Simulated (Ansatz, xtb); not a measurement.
Diatomic RuH, multiplicity 4 (lowest of 2S+1 = 2, 4, 6 at CCSD(T)/def2-TZVPP on PBE0 minima; our sources give no spin for the ground state, which may be another). No spin–orbit coupling.

The constants come from a fifth-degree fit in 1/R (seven points, main isotopes). Runs in def2 and cc sets follow the lowest solution found near the PBE0 minimum.

Correlated levels freeze the inner cores; with def2 sets outer-core shells near the valence are correlated too.

Codes used: Ansatz (Gaussian basis) for Hartree–Fock, density functionals and correlated methods; xtb for the GFN methods. Each number belongs to the level named beside it. In def2 rows elements past Kr take small-core potentials, without spin–orbit coupling. The GFN methods have no spin term and hold the electronic entropy of 300 K.

```csv
level,r_e (Å),ω_e (cm⁻¹),ω_e x_e (cm⁻¹),dipole (D)
GFN2-xTB,1.617,1526,33,-
SVWN5/def2-TZVPP,1.563,2059,35,1.70
r2SCAN/def2-TZVPP,1.582,2002,36,2.11
B3LYP/def2-TZVPP,1.599,1916,35,2.23
PBE0/def2-TZVPP,1.589,1940,35,2.31
BHLYP/def2-TZVPP,1.617,…,32,2.81
CCSD/def2-TZVPP,1.591,1929,35,-
CCSD(T)/def2-TZVPP,…,…,36,-
```

### Question
Complete the blanks.

### Answer

- CCSD(T)/def2-TZVPP, r_e (Å): 1.585
- CCSD(T)/def2-TZVPP, ω_e (cm⁻¹): 1955
- BHLYP/def2-TZVPP, ω_e (cm⁻¹): 1832

Ansatz is a program for electronic structure.
